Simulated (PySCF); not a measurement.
Compound: C3H8BNO.
Numbering: `[CH3:1][O+:2]([CH3:3])[BH2-:4][C:5]#[N:6]` (hydrogens: H7, H8, H9 on C1; H10, H11, H12 on C3; H13, H14 on B4)
Bond orders are those of one Lewis drawing.

Method: PBE0-D3(BJ)/def2-SVP geometry optimisation, gas phase in PySCF 2.14.0; density fitting, grid level 1; the optimiser is geomeTRIC in internal coordinates, started from a GFN2-xTB structure with every atom displaced at random (about 0.01 Å).

Step 0: E = -7439.5673 eV
```
atom  x, y, z in Å  |  force x, y, z in eV/Å
C1     -1.1037   -0.6904   -0.1925   -1.352   1.051   0.459
O2     -0.0329    0.1910   -0.4351    0.791  -0.039   0.466
C3     -0.2403    1.4740    0.1365    1.230   0.110   0.842
B4      1.4363   -0.4915    0.0234   -1.248  -0.058   0.266
C5      2.4851    0.5254   -0.3881    0.409   0.250  -0.081
N6      3.2866    1.3077   -0.6669    0.561   0.590  -0.245
H7     -0.9078   -1.6079   -0.6991    0.275  -0.947  -0.447
H8     -2.0199   -0.2133   -0.6092    0.289  -0.318   0.132
H9     -1.2577   -0.8498    0.8960    0.202  -0.047  -0.276
H10     0.6533    2.0742   -0.0905   -0.146  -0.060  -0.061
H11    -0.3294    1.4084    1.2409   -0.041  -0.142  -0.254
H12    -1.1078    1.9375   -0.2764   -1.007   0.357  -0.572
H13     1.4437   -1.4861   -0.6089    0.073  -0.758  -0.416
H14     1.3338   -0.6458    1.2198   -0.037   0.010   0.189
```

Step 1: E = -7439.6996 eV
```
atom  x, y, z in Å  |  force x, y, z in eV/Å
C1     -1.1133   -0.6814   -0.1821    0.254  -0.443  -0.218
O2     -0.0083    0.2008   -0.3762   -0.165  -0.039  -0.023
C3     -0.2311    1.5044    0.1607   -0.310   0.191  -0.180
B4      1.3881   -0.4880    0.0183    0.170  -0.091  -0.125
C5      2.5125    0.5271   -0.4104   -0.172  -0.134   0.072
N6      3.3256    1.3037   -0.6950    0.072   0.074  -0.057
H7     -0.8824   -1.6083   -0.7338   -0.078   0.262   0.078
H8     -2.0260   -0.2179   -0.5654   -0.083   0.134  -0.097
H9     -1.2141   -0.9207    0.8828   -0.043   0.020   0.194
H10     0.6645    2.0960   -0.0433    0.100   0.036  -0.014
H11    -0.4092    1.4398    1.2440    0.009  -0.002   0.051
H12    -1.1032    1.9469   -0.3566    0.192  -0.104   0.149
H13     1.4053   -1.5295   -0.6177    0.007   0.129   0.070
H14     1.3304   -0.6395    1.2248    0.046  -0.032   0.100
```

Q: Estimate the geometry and energy of step 2. (The exact step hangs on the optimiser's Hessian estimate; all steps are aligned on step 1, rigid shifts and turns removed.)

A: E = -7439.7093 eV, largest force 0.081 eV/Å
```
atom  x, y, z in Å  |  force x, y, z in eV/Å
C1     -1.1175   -0.6872   -0.1881    0.003  -0.017  -0.038
O2     -0.0096    0.1935   -0.3664   -0.002  -0.028   0.076
C3     -0.2323    1.5026    0.1643   -0.022   0.053  -0.024
B4      1.3972   -0.4915    0.0308    0.073  -0.023  -0.016
C5      2.5046    0.5285   -0.4162   -0.014  -0.008   0.024
N6      3.3063    1.3107   -0.7206   -0.004   0.000  -0.023
H7     -0.8912   -1.6042   -0.7434   -0.004   0.032  -0.006
H8     -2.0149   -0.2001   -0.5925   -0.013  -0.027   0.007
H9     -1.2443   -0.9228    0.8809   -0.013   0.033  -0.017
H10     0.6686    2.0906   -0.0440   -0.002  -0.013   0.002
H11    -0.4059    1.4425    1.2502    0.013   0.001   0.000
H12    -1.1002    1.9429   -0.3466    0.012  -0.027   0.015
H13     1.4184   -1.5287   -0.6010   -0.015   0.014   0.006
H14     1.3597   -0.6437    1.2424   -0.011   0.010  -0.007
```

The energy changes by -0.0097 eV. The first-order estimate −F·Δx gives -0.0178 eV and the mean of the old and new forces, exact on a quadratic surface, -0.0098 eV. The step makes an angle of 76° with the force vector and moves no atom by more than 0.034 Å.

The cost below is that of the whole optimisation. Time: 39 s of wall time; peak memory 0.49 GiB. Hardware: Arm Neoverse V1, one thread, on a shared host.
